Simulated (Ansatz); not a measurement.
`[F][Au-][P+](F)(F)F`. The species carries charge 0 and has multiplicity 1. Au takes the def2 core potential.

```xyz
6

F    -2.803    1.756   -0.745
Au   -1.210    0.758   -0.321
P     0.555   -0.348    0.147
F     1.902    0.403    0.138
F     0.916   -1.548   -0.751
F     0.639   -1.021    1.532
```

List the harmonic frequencies (cm⁻¹, unscaled) at PBE0-D4/def2-TZVP in Ansatz. (Estimate.)

Computed: 106, 106, 233, 233, 263, 383, 383, 542, 602, 948, 958, 958.

Is this a minimum?

Yes, all 12 modes are real.

Give the ideal-gas thermochemistry at 298.15 K and 1 bar (rigid rotor, harmonic oscillator; point group C3v, symmetry number 3).

Zero-point energy 34.2 kJ/mol; H(298) − E = 54.8 kJ/mol; entropy 356.8 J/(mol·K), of which translation 180.2, rotation 112.1, vibration 64.6; G(298) − E = -51.6 kJ/mol.

And at 400, 500, 600, 800 and 1000 K?


```
T (K)  H − E (kJ/mol)  S (J/mol/K)  G − E (kJ/mol)
  400            65.4        387.5           -89.6
  500            76.7        412.6          -129.6
  600            88.5        434.1          -172.0
  800           113.1        469.5          -262.5
 1000           138.5        497.8          -359.3
```
